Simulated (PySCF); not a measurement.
This PySCF input asks for the NMR shieldings of SMILES C=C[SiH2]P([SiH3])[SiH2]C=O, C3H11OPSi3; the geometry comes from GFN2-xTB.

```python
import basis_set_exchange as bse
import numpy as np
from pyscf import gto, dft
from pyscf.prop import nmr

atoms = """
C     3.177603   -1.585761   -0.582984
C     2.135804   -1.010045   -1.160594
Si    0.363309   -1.070751   -0.510882
P    -0.249722    1.096361   -0.745085
Si    0.505056    1.979055    1.154921
Si   -2.432305    1.050402   -0.421779
C    -2.897252   -0.536587    0.558687
O    -2.160994   -1.486138    0.652206
H     4.179424   -1.517397   -0.980596
H     3.072568   -2.160129    0.323481
H     2.300953   -0.440968   -2.068932
H     0.404621   -1.549051    0.869761
H    -0.457638   -1.857844   -1.431526
H     0.102145    1.241846    2.357214
H     1.962356    1.992406    1.054964
H    -0.030482    3.338767    1.234432
H    -3.125678    0.923584   -1.705956
H    -2.972511    2.180005    0.337181
H    -3.887059   -0.578504    1.058025
"""
names = dict.fromkeys(["C", "Si", "P", "O", "H"], "pcSseg-1")
basis = {el: gto.basis.parse(bse.get_basis(n, elements=[el], fmt="nwchem")) for el, n in names.items()}
mol = gto.M(atom=atoms, basis=basis, charge=0, verbose=0)
mf = dft.RKS(mol, xc="PBE0")
mf.grids.level = 2
mf.grids.alignment = dft.numint.BLKSIZE   # the property module wants whole blocks of grid points
mf.conv_tol = 1e-9
mf.kernel()

calc = nmr.RKS(mf)   # GIAO
C = mf.mo_coeff
Co = C[:, mf.mo_occ > 0]
resp = mf.gen_response(singlet=True, hermi=2)
def vind(x):   # induced exchange potential for any number of trial vectors
    d = np.einsum("pi,xij,qj->xpq", C, 2 * x.reshape(-1, C.shape[1], Co.shape[1]), Co, optimize=True)
    return np.einsum("xpq,pi,qj->xij", resp(d - d.transpose(0, 2, 1)), C, Co, optimize=True).ravel()
mo1, _ = nmr.rhf.solve_mo1(calc, with_cphf=vind)
sigma = calc.kernel(mo1)
for i, s in enumerate(sigma):   # ppm
    w = np.linalg.eigvalsh((s + s.T) / 2)
    print("%2d %-2s iso %8.1f  s11 %8.1f  s22 %8.1f  s33 %8.1f" % (i, mol.atom_pure_symbol(i), w.mean(), *w))
```

Task: What are the results?

Result: 
```
 0 C  iso     45.1  s11    -81.0  s22     52.4  s33    163.8
 1 C  iso     40.2  s11    -73.7  s22     30.5  s33    163.7
 2 Si iso    388.0  s11    336.7  s22    396.4  s33    431.0
 3 P  iso    698.7  s11    638.6  s22    707.6  s33    750.0
 4 Si iso    427.6  s11    393.2  s22    422.7  s33    467.0
 5 Si iso    405.0  s11    347.6  s22    401.5  s33    466.0
 6 C  iso    -60.3  s11   -190.7  s22    -85.3  s33     95.2
 7 O  iso   -562.3  s11  -1544.2  s22   -536.8  s33    394.1
 8 H  iso     25.3  s11     21.8  s22     24.7  s33     29.4
 9 H  iso     25.5  s11     21.5  s22     25.1  s33     30.0
10 H  iso     25.4  s11     22.0  s22     24.6  s33     29.5
11 H  iso     26.5  s11     23.1  s22     25.1  s33     31.3
12 H  iso     26.5  s11     23.1  s22     25.1  s33     31.4
13 H  iso     27.7  s11     24.0  s22     26.0  s33     33.3
14 H  iso     27.6  s11     23.4  s22     25.9  s33     33.5
15 H  iso     27.6  s11     23.6  s22     25.2  s33     34.1
16 H  iso     27.2  s11     23.3  s22     24.9  s33     33.3
17 H  iso     27.1  s11     23.1  s22     25.3  s33     32.9
18 H  iso     19.6  s11     14.7  s22     19.8  s33     24.3
```

These numbers come from an equivalent density-fitted implementation of the same equations, which agrees with the script to about 0.01 ppm for H and up to a few tenths of a ppm for heavy atoms, so last digits may differ.

Size and cost of the density-fitted run: 219 basis functions, 43 s wall time on 1 thread of an Arm Neoverse V2, shared host; peak memory 1.1 GiB.
